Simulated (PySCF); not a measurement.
Species: C₃H₆INO.
Geometry (PBE0-D3(BJ)/def2-SVP, Å), atoms numbered from 1 in this order:
```
atom  x, y, z in Å
N1     2.0338    0.5404   -0.2709
C2     0.7587    0.2716   -0.6523
O3     0.3720    0.3995   -1.7952
C4    -0.1534   -0.2105    0.4688
C5    -1.5895   -0.2502    0.0055
I6    -2.8992   -1.0347    1.5282
H7     2.3635    0.3783    0.6690
H8     2.7001    0.8031   -0.9854
H9     0.1816   -1.2145    0.7807
H10   -0.0392    0.4412    1.3503
H11   -1.7148   -0.8938   -0.8720
H12   -1.9739    0.7475   -0.2367
```

Method used: PBE0-D3(BJ)/def2-SVP geometry optimisation, gas phase, def2 core potentials past Kr in PySCF.

Take the most abundant isotopes and a rigid rotor. The values belong to one conformer with, in the numbering `[NH2:1][C:2](=[O:3])[CH2:4][CH2:5][I:6]`, H–N1–C2–O3 -176° and -4°, N1–C2–C4–C5 170°, C2–C4–C5–I6 177°.

(1) Give the principal moments of inertia and the rotational constants in cm⁻¹.

(2) What kind of rotor is it?

(3) Is it planar, by Δ = Ic − Ia − Ib?

(4) Give the other two planar moments, Paa and Pbb, and the rms extents of the mass along the axes.

(5) Which lines would a microwave search look for?

(6) Estimate the classical rotational partition function at 100 K, 200 K and 500 K.

Results:

(1) Ia = 57.38, Ib = 846.00, Ic = 896.26 u·Å²; 505379 MHz·u·Å²/I gives 8808, 597.4 and 563.9 MHz, that is A = 0.29380, B = 0.01993, C = 0.01881 cm⁻¹.

(2) A near-prolate asymmetric top: κ = (2 × 597.4 − 8808 − 563.9)/(8808 − 563.9) = -0.99.

(3) Not planar: Δ = Ic − Ia − Ib = -7.11 u·Å². For a rigid frame Δ = −2 Σ m c², so Σ m c² = 3.56 u·Å² lies off the ab plane: 3.24 from hydrogen and 0.32 from heavier atoms. The atom farthest from that plane is 1.11 Å away.

(4) Paa = Σ m a² = (Ib + Ic − Ia)/2 = 842.44 and Pbb = Σ m b² = (Ia + Ic − Ib)/2 = 53.82 u·Å². With the mass M = 198.95 u, the rms extents √(P/M) along a, b and c are 2.06, 0.52, 0.13 Å.

(5) The dipole components are |μa| = 2.08 D, |μb| = 3.28 D, |μc| = 0.03 D. Intensities carry the squares of the components, which stand as 0.40 : 1.00 : 0.00 (a : b : c). Some lines, for components of 0.1 D or more:

```
type  branch         J(Ka,Kc)    MHz  lower level (cm⁻¹)
   a       R  2(1,2) ← 1(1,1)   2289               0.313
   a       R  2(0,2) ← 1(0,1)   2322               0.039
   a       R  3(0,3) ← 2(0,2)   3483               0.116
   a       R  3(2,1) ← 2(2,0)   3484               1.214
   a       R  3(1,2) ← 2(1,1)   3534               0.392
   a       R  4(0,4) ← 3(0,3)   4644               0.232
   a       R  5(0,5) ← 4(0,4)   5804               0.387
   a       R  5(2,4) ← 4(2,3)   5806               1.485
   a       R  5(4,2) ← 4(4,1)   5806               4.778
   a       R  5(4,1) ← 4(4,0)   5806               4.778
   a       R  5(3,2) ← 4(3,1)   5807               2.857
   a       R  5(1,4) ← 4(1,3)   5890               0.667
   b       Q  1(1,0) ← 1(0,1)   8244               0.039
   b       R  2(1,2) ← 1(0,1)  10499               0.039
   b       R  4(1,4) ← 3(0,3)  12705               0.232
   b       R  5(1,5) ← 4(0,4)  13783               0.387
   b       Q  2(2,1) ← 2(1,2)  24732               0.389
   b       R  3(2,2) ← 2(1,1)  28115               0.392
   b       Q  4(3,1) ← 4(2,2)  41135               1.485
   b       Q  3(3,1) ← 3(2,2)  41136               1.330
   b       R  4(3,2) ← 3(2,1)  45781               1.330
   b       R  5(3,2) ← 4(2,3)  46943               1.485
   b       R  5(4,2) ← 4(3,1)  63397               2.857
   b       Q  5(5,0) ← 5(4,1)  74045               4.972
```

(6) Point group C1, symmetry number σ = 1; q = (√π/σ)·√((kT/h)³/(ABC)), k/h = 20836.6 MHz/K: 97900 at 100 K, 277000 at 200 K, 1090000 at 500 K.

No frequency check. These are rigid-rotor constants of the computed structure; measured ground-state constants (B0) also hold zero-point vibration. Quadrupole hyperfine structure (14N, 127I) is left out.

The run took 49 s of wall time on one thread, Intel Xeon Platinum 8488C (x86_64), on a shared host, and the process peaked at 0.54 GiB of memory. That covers the optimisation of the geometry.
